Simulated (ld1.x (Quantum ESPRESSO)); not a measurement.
## What one change does to a pseudopotential (C (Z = 6), ultrasoft)

ld1.x (Quantum ESPRESSO) 7.5 input, shortened:

```
&input
   title='C', zed=6., rel=1, dft='PZ', iswitch=3,
   config='[He] 2s1.75 2p2.25'
 /
 &inputp
   pseudotype=3, tm=.true., lloc=-1, rcloc=1.30,
   nlcc=.false.
 /
4
2S  1  0   1.75   0.00  0.75  1.05  0.0
2S  1  0   0.00   0.50  0.75  1.05  0.0
2P  2  1   2.25   0.00  1.15  1.50  0.0
2P  2  1   0.00   1.55  1.15  1.50  0.0
 &test
   configts(1)='2s1.75 2p2.25'
 /
```

Change: waves 2p (bound): rcut 0.90, rcutus 0.96 bohr; 2p channel at 1.55 Ry: rcut 0.90, rcutus 0.96 bohr.

Cutoffs: the cutoffs (Ry, on a coarse ladder) from which the occupation-weighted sum of valence levels, in a spherical-Bessel basis at the reference potential, stays within 10 and 1 mRy of its value at 400 Ry; they do not see the model core or the augmentation charge, which bear on the density cutoff. Errors are all-electron minus pseudo energies relative to the spin-unpolarised reference configuration.

Question: What does the change do?

Answer: The potential gets harder (30 Ry and 35 Ry → 55 Ry and 80 Ry); the errors of the 9 common tests hardly move; neither file shows a bound ghost. A smaller radius makes the pseudo-wave follow the all-electron one further in, where it bends more sharply, so more plane waves are needed.

```csv
quantity,base,changed
"cutoff, loose",30 Ry,55 Ry
"cutoff, tight",35 Ry,80 Ry
loose cutoff by channel (10 mRy a level),"s 18 Ry, p 25 Ry","s 18 Ry, p 50 Ry"
bound ghosts,none,none
"error for 2s2 2p2, meV [ΔE -2.06 eV]",+1.0,+0.9
"error for 2s2 2p1, meV [ΔE 8.93 eV]",+14,+12
"error for 2s2 2p0, meV [ΔE 33.19 eV]",+118,+104
"error for 2s1 2p2, meV [ΔE 17.42 eV]",+5.4,+5.7
"error for 2s1 2p0, meV [ΔE 81.16 eV]",+313,+290
"error for 2s0 2p4, meV [ΔE 14.46 eV]",+50,+45
"error for 2s2 2p2.3, meV [ΔE -3.26 eV]",+0.6,+0.6
"error for 2s1.75 2p2.25 (spin-polarised), meV [ΔE -1.83 eV]",+195,+195
"error for 2s2 2p2 (spin-polarised), meV [ΔE -3.19 eV]",+129,+129
lowest overlap eigenvalue by channel,"s 0.45, p 0.93","s 0.45, p 0.95"
```
